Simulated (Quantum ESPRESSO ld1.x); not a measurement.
The run below uses ld1.x (Quantum ESPRESSO 7.5).

```
 &input
    zed=43.0,
    iswitch=1,
    rel=1,
    lsd=1,
    dft='PZ',
    config='[He] 2s2 2p4',
    verbosity='high',
    prefix='ld1',
    max_out_wfc=37,
    file_charge='ld1.rho',
 /
```

Command: `OMP_NUM_THREADS=1 ld1.x < ld1.in > ld1.out`

Output:

```
     Program LD1 v.7.5 starts

     --------------------------- All-electron run ----------------------------

     scalar relativistic calculation

     atomic number is 43.00
     dft =PZ   lsd =1 sic =0 latt =0  beta=0.20 tr2=1.0E-14
     Exchange-correlation= PZ
                           (   1   1   0   0   0   0   0)
     mesh =2047 r(mesh) = 100.16310 a.u. xmin = -8.00 dx = 0.00800
     1 Ry =  13.60569312 eV, c = 137.03599908

     n l     nl                  e(Ry)          e(Ha)          e(eV)
     1 0     1S 1( 1.00)   -1707.431387509    -853.715693754 -23230.7874870
     2 0     2S 1( 1.00)    -374.195663838    -187.097831919  -5091.1913701
     2 1     2P 1( 3.00)    -355.339553233    -177.669776616  -4834.6409157
     1 0     1S 2( 1.00)   -1706.007013907    -853.003506953 -23211.4078969
     2 0     2S 2( 1.00)    -372.194525476    -186.097262738  -5063.9644957
     2 1     2P 2( 1.00)    -352.922844801    -176.461422400  -4801.7599225

     final scf error:  2.2E-15 reached in  15 iterations

     Etot =   -6129.471954 Ry,   -3064.735977 Ha,  -83395.714408 eV
     Total magnetization:    2.00 Bohr mag.

     Ekin =    6383.464358 Ry,    3191.732179 Ha,   86851.457118 eV
     Encl =  -12989.424226 Ry,   -6494.712113 Ha, -176730.119868 eV
     Eh   =     587.058618 Ry,     293.529309 Ha,    7987.339406 eV
     Exc  =    -110.570704 Ry,     -55.285352 Ha,   -1504.391063 eV

     normalization and overlap integrals

     s(1S/1S) =  1.000000  <r> =   0.0343  <r2> =    0.0016  r(max) =   0.0223
     s(1S/2S) = -0.009859
     s(2S/2S) =  1.000000  <r> =   0.1442  <r2> =    0.0244  r(max) =   0.1238
     s(2P/2P) =  1.000000  <r> =   0.1245  <r2> =    0.0188  r(max) =   0.0982
     s(1S/1S) =  1.000000  <r> =   0.0342  <r2> =    0.0016  r(max) =   0.0223
     s(1S/2S) = -0.009835
     s(2S/2S) =  1.000000  <r> =   0.1446  <r2> =    0.0245  r(max) =   0.1238
     s(2P/2P) =  1.000000  <r> =   0.1249  <r2> =    0.0189  r(max) =   0.0982

     ------------------------ End of All-electron run ------------------------
```

Run on one thread of a shared host, so times are rough (Intel(R) Xeon(R) Processor @ 2.60GHz): 0.46 s of CPU time, 0.97 s wall, 15 iterations on 2047 mesh points.
